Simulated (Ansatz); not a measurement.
Reaction (ligand exchange at the Si–Cl bond): `NC[SiH2]Cl` + PH₃ → `NC[SiH2]P` + HCl

Computed with Ansatz on PBE0-D4/def2-TZVP structures; ΔE is electronic, products minus reactants. CCSD(T)/CBS is the MP2 limit (def2-TZVPP, def2-QZVPP) plus CCSD(T) − MP2 in def2-TZVPP, frozen cores. This one scheme is used for every species. Functionals use def2-TZVPP. B3LYP here is the variant with VWN-RPA as its local correlation; programs differ in this. One conformer a species, not always the lowest.

CCSD(T)/CBS gives +81.1 kJ/mol.

Task: Another level gave +73.9 kJ/mol. Which?
A. HF/def2-TZVPP
B. PBE/def2-TZVPP
C. B3LYP/def2-TZVPP
D. CCSD(T)/def2-TZVPP

Result: B. PBE 73.9, CCSD(T)/def2-TZVPP 80.1, HF/def2-TZVPP 100.9, B3LYP 86.8 kJ/mol.

Largest T1 diagnostic among the species: 0.013.

From PBE to PBE0 (25 % exact exchange), in def2-TZVPP and without D4, ΔE moves by +3.6 kJ/mol. In def2-TZVPP, CCSD(T) changes the Hartree–Fock value by −20.8 kJ/mol (the triples alone add −2.8 kJ/mol) and MP2 by −17.3 kJ/mol.
